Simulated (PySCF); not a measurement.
C₂H₉FOSi₂. Atoms are numbered in the order given.

```xyz
15

C     -2.0352    -0.1416    -0.7672
Si    -0.6008    -0.9657     0.0968
O     -1.0182    -1.5528     1.6044
C      0.7304     0.3414     0.4153
F      0.0710     1.5030     0.8970
Si     1.7844     0.8719    -1.0739
H     -2.9126    -0.8026    -0.8547
H     -1.7522     0.1713    -1.7856
H     -2.3292     0.7591    -0.2054
H     -0.0065    -2.0509    -0.7507
H     -1.8188    -2.0862     1.6632
H      1.4034    -0.0218     1.2179
H      2.6196    -0.2794    -1.5323
H      0.8972     1.3121    -2.1916
H      2.6650     2.0085    -0.6778
```
Charge 0, spin multiplicity 1.

The structure is a stationary point at r2SCAN-D4/def2-SVP. The structure was generated by enumeration; whether it is a known compound was not checked. Other conformers were not sampled.

The numbers are results of SMD-B3LYP/def2-SVP in PySCF, not measurements.

Solvation free energies are E(SMD) − E(gas) at the gas-phase geometry, for 1 M in both phases. In vacuum the dipole moment is 2.05 D.

```
solvent          ΔG(solv) (kcal/mol)  its non-electrostatic (CDS) part  dipole (D)
---------------  -------------------  --------------------------------  ----------
water                           -2.5                               5.1        2.64
dichloromethane                 -4.9                              -0.3        2.47
chlorobenzene                   -3.9                              -0.3        2.38
```
